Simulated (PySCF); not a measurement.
Spin states of CsP⁺

Unrestricted PBE0; PySCF, scalar-relativistic core potentials, basis sets Cs def2-SVP with ECP46, P def2-SVP. Outer shells of the fragments: Cs+ closed shells only; P 3s2 3p3.

Followed along the bond (rough minima from three points):

```
2Ms+1   unpaired  ⟨S²⟩ at the start  R at minimum (Å)  Te (eV)
    4  σ ↑, π ↑↑               3.75              3.96     0.00
    2  σ ↓, π ↑↑               1.76              3.94     0.71
    2  σ ↑, π ↑↓               1.76              3.94     0.72
```

Solutions found at the starting distance of 3.370 Å, counted from the lowest of them; the search is not exhaustive and high or unbound solutions are not listed, so other states can lie among these:

```
2Ms+1   unpaired   term  E (eV)  ⟨S²⟩  ⟨Lz²⟩  μ (D)
    4  σ ↑, π ↑↑    ⁴Σ⁻    0.00  3.75   0.00  -1.80
    2  σ ↓, π ↑↑  mixed    0.71  1.76   0.00  -1.76
    2  σ ↑, π ↑↓  mixed    0.72  1.76   2.02  -1.77
    2        π ↑     ²Π    1.74  0.75   1.01  -1.25
    2        σ ↑  mixed    1.96  0.75   2.00  -1.64
    2        π ↑     ²Π    2.15  0.75   1.01  -2.01
    4  σ ↑↑, π ↑     ⁴Π    7.13  3.75   1.01   7.18
    4      π ↑↑↑     ⁴Π    8.49  3.75   1.00   6.45
    4  π ↑↑, δ ↑     ⁴Δ    9.10  3.76   4.00  11.37
```

A term symbol is given only where ⟨S²⟩ and ⟨Lz²⟩ are close to those of a pure state; real π, δ and φ orbitals otherwise mix terms. A positive dipole points towards P; it is taken about the centre of mass and depends on that origin.

Spin–orbit coupling is left out.
